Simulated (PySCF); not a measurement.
selenium dioxide (O2Se), SMILES O=[Se]=O. Atoms are numbered in the order given.

```xyz
3

O      0.0000    -1.3396    -0.5939
Se     0.0000     0.0000     0.2795
O      0.0000     1.3396    -0.5939
```
Charge 0, spin multiplicity 1.

The structure is a stationary point at PBE0-D3(BJ)/def2-TZVP.

Method: PySCF with B3LYP/pcSseg-2.

GIAO shieldings, no solvent; atoms alike by connectivity are averaged. δ = σ(ref) − σ: ¹⁷O against H2O (σ = 325.5 ppm); ⁷⁷Se against Me2Se (σ = 1646.2 ppm), references at their B3LYP-D3(BJ)/def2-TZVP geometries, non-relativistic.

| nucleus | atoms | count | δ (ppm) |
|---|---|---|---|
| ¹⁷O | O1, O3 | 2 | 945.4 |
| ⁷⁷Se | Se2 | 1 | 2109.4 |
